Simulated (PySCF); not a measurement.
From a computed spectrum to the compound

A species of 7 atoms with charge 0 has these harmonic modes (PBE0, small Gaussian bases with core potentials, PySCF 2.14.0):

```tsv
cm⁻¹	km/mol	symmetry
56	17.2	a''
72	7.7	a'
85	26.1	a''
244	114.7	a'
299	305.0	a'
322	513.1	a'
431	72.4	a''
524	121.9	a''
530	132.4	a'
1316	1210.4	a''
1319	1198.3	a'
1375	139.9	a'
1623	88.1	a'
3843	116.3	a'
3934	163.7	a''
```

Task: Which species is it, and in which structure?

Result: LaH3(H2O) (singlet):
```xyz
7

La    0.1668   -0.1659    0.1659
H     1.3152    1.2244    1.3335
H    -1.1933   -1.3389    1.3389
H     1.3152   -1.3335   -1.2244
O    -1.3319    1.3216   -1.3216
H    -1.6472    2.2125   -1.1215
H    -1.6472    1.1215   -2.2125
```
Ideal gas at 298.15 K and 1 bar: S = 351.3 J/(mol K), Cp = 96.9 J/(mol K), H − H(0 K) = 21.5 kJ/mol (rigid rotor, harmonic modes, spin degeneracy alone; the modes under 60 cm⁻¹ make these uncertain). 
 This is one of several that fit.
